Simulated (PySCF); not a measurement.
Species: CH₆ClSi₂, charge 0, multiplicity 2. It need not be the lowest isomer of its formula. 
Structure (B3LYP-D3(BJ)/def2-TZVP (Ansatz) minimum search):
SMILES: [SiH2]([SiH]C)Cl
```xyz
10

C      2.4047    -0.5004     0.1215
Si     1.0861     0.4033     1.1176
Si    -1.0839    -0.1497     0.4686
Cl    -1.1882     0.1248    -1.5938
H      3.3991    -0.1131     0.3480
H      2.2217    -0.3808    -0.9468
H      2.3959    -1.5689     0.3534
H      1.2842     0.2197     2.5828
H     -2.0904     0.7323     1.0996
H     -1.4705    -1.5598     0.7217
```
Charge 0, spin multiplicity 2.

Dispersion corrections to the total energy (kcal/mol) from the dftd3 and dftd4 libraries through PySCF: D3(BJ) without and D4 with the three-body term, each with the damping fitted for the functional named.

```
functional      D3(BJ)          D4
----------  ----------  ----------
BHLYP       (withheld)       -8.00
B3LYP           -11.13       -9.52
HF              -45.11  (withheld)
TPSSh            -7.32       -7.14
PBE0             -5.47       -5.02
PW6B95      (withheld)       -4.78
BP86            -10.83       -8.20
```

Problem. Complete the blanks.

Solution. 
- BHLYP, D3(BJ): -9.41
- HF, D4: -18.82
- PW6B95, D3(BJ): -3.81
